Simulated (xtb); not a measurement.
BaI2, SMILES [I][Ba][I]. All values are semi-empirical tight-binding results from xtb (GFN2-xTB unless named), good for trends rather than for accurate numbers. The structure is a stationary point at GFN2-xTB.

Optimised geometry:

Bonds (Å): Ba1–I2 3.041, Ba1–I3 3.041. Bond angles (°): I2–Ba1–I3 125.5.

For metal compounds this method's bond lengths and energies can be far off.

```yaml
point_group_as_xtb_finds_it: C2v
orbital_gap: 2.45 eV
zero_point_energy: 0.4 kcal/mol
G − E(el) at 298.15 K (modified RRHO): -21.0 kcal/mol
```

Computed atomic charges and the Wiberg bond orders between heavy atoms:
charges (e) Ba1 0.64, I2 -0.32, I3 -0.32. Bond orders Ba1–I2 0.96, Ba1–I3 0.96.
